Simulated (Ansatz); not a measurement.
`[OH][Ga]([OH])[Br]` + `C=C(F)S` → `[OH][Ga]([SH])[Br]` + `C=C(O)F`  (formal exchange of groups at a Ga–O bond)

Program: Ansatz. Geometries: PBE0-D4/def2-TZVP. ΔE: electronic, gas phase. CBS: MP2 limit from def2 TZ/QZ plus the TZ coupled-cluster correction, frozen cores. Functionals use def2-TZVPP. For Br, Ga outer-core shells are correlated without core-valence functions, which leaves a few kJ/mol of doubt a bond. Scalar relativity is left out up to krypton. Each species was taken in one conformer, which may not be the lowest.

```json
{"level": "B97M-V", "ΔE (kJ/mol)": "-42.6"}
{"level": "CAM-B3LYP-D4", "ΔE (kJ/mol)": "-40.2"}
{"level": "PBE-QIDH", "ΔE (kJ/mol)": "-42.2"}
{"level": "CCSD(T)/def2-SVP", "ΔE (kJ/mol)": "-48.2"}
```

Problem. What does CCSD(T)/CBS give? (An estimate is asked.)

Solution. The calculation gave: -33.7 kJ/mol. The listed levels differ from it by -8.9, -6.5, -8.5, -14.5 kJ/mol.

Problem. What do rigid-rotor, harmonic-oscillator terms from PBE0-D4/def2-TZVP frequencies (298.15 K, 1 bar) make of the CCSD(T)/CBS value? (An estimate is asked.)

Solution. The calculation gave: ΔZPE = +1.6 kJ/mol, ΔH = -31.2 kJ/mol, ΔS = 8 J/(mol·K), ΔG = -33.5 kJ/mol.

Largest T1 diagnostic among the species: 0.012.

Leaving LDA and LC-ωPBE aside and taking each functional with its dispersion term where it has one, the values, not all of them listed here, spread over 13.5 kJ/mol, from HSE06-D4 to BLYP-D4. LDA lies −7.1 kJ/mol from PBE without D4. From BLYP to BHLYP (50 % exact exchange), in def2-TZVPP and without D4, ΔE moves by −9.4 kJ/mol.
